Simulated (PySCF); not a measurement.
NMR data simulated for an unnamed compound:

1H NMR (400 MHz, computed): δ 10.23 (d, 1H), 6.80 (d, 1H), 5.84 (q, 2H), 5.16 (s, 2H), 3.52 (t, 3H), 2.41 (s, 3H).

13C{1H} NMR (computed): δ 193.6 (CH), 175.2 (C), 139.2 (CH), 22.3 (CH3).

- σ from GIAO-PBE0/pcSseg-1
- structure optimised with GFN2-xTB
- run in PySCF
- relativity neglected, one conformer, fast rotation and ring inversion assumed for equivalent nuclei, gas phase

References, each an isolated molecule treated in the same way: TMS for 1H (σref 31.72) and 13C (σref 186.93).

Which of these does the molecule contain: a Si–H bond, a tert-butyl group, an aldehyde, an N-methyl group, a three-membered ring, a non-aromatic C=C double bond?

Answers


- A Si–H bond: yes (δH 5.16 (s)).
- A tert-butyl group: no.
- An aldehyde: yes (δC 193.6; δH 10.23 (d)).
- An N-methyl group: no.
- A three-membered ring: no.
- A non-aromatic C=C double bond: yes.

The data belong to `C(=C(/C)[SiH2]O[SiH2][SiH3])/C=O`, C₄H₁₂O₂Si₃; they needn't prove each group on their own.

Carbon signals by region: 2 in the far downfield region (above 160 ppm), 1 in the sp2 and nitrile region (100–160 ppm), 1 below 50 ppm. Above 160 ppm: 193.6, aldehyde carbonyl carbon, 175.2, β carbon of a C=C–C=O unit.

Shifts are as computed. Against solution values, carbons near 30 ppm lie about +3 ppm off and those near 130 ppm about +5 ppm. Of 1309 compounds with measured shifts, 239 miss one by over three times the rms of a fit or turn the order of signals round; such compounds aren't used in these exercises. Multiplicities follow the n + 1 count of equivalent neighbours, as no J values were calculated; m marks all less simple cases, F and P coupling included.
